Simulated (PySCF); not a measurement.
# Spinor energies of Sn⁴⁵⁺ (tin, charge +45)

Start: [He] 2s2 2p1; 2p3/2 filled at m_j = +3/2. Calculated with PySCF 2.14 in an uncontracted even-tempered set (17 s from 24 bohr⁻², ratio 2.4; 12 p from 31 bohr⁻², ratio 2.4; 5 d from 100 bohr⁻², ratio 2.6; 4 f from 150 bohr⁻², ratio 2.6): generalised Hartree-Fock with the X2C-1e Hamiltonian and a Gaussian nucleus; one run each with spin-orbit coupling (SO) screened by Boettger's factors, then bare. This is a chosen level, not necessarily the ground level.

```tsv
spinor shell	electrons	ε, screened SO (eV)	ε, bare SO (eV)	weight of nominal j (bare SO)	rms radius, bare SO (bohr)
1s1/2	2	-33444.0	-33444.1	1.000	0.0331
2s1/2	2	-7905.3	-7905.4	1.000	0.129
2p3/2	1	-7536.2	-7533.0	1.000	0.114
```

| quantity | screened SO | bare SO |
| --- | --- | --- |
| E (hartree) | -3435.72385 | -3435.60394 |
| M_J | 3/2 | 3/2 |
| ⟨J²⟩ | 3.750 | 3.750 |
| ⟨L²⟩ | 2.000 | 2.000 |
| ⟨S²⟩ | 0.750 | 0.750 |

Each row is a mean over spinors that exchange with the open shell spreads, by up to 41.267 eV (2s1/2).

Breit and QED terms are absent; they matter most for the inner s and p1/2 levels.

Densities and radii are taken from the X2C orbitals without a picture-change correction, which distorts them close to the nucleus.
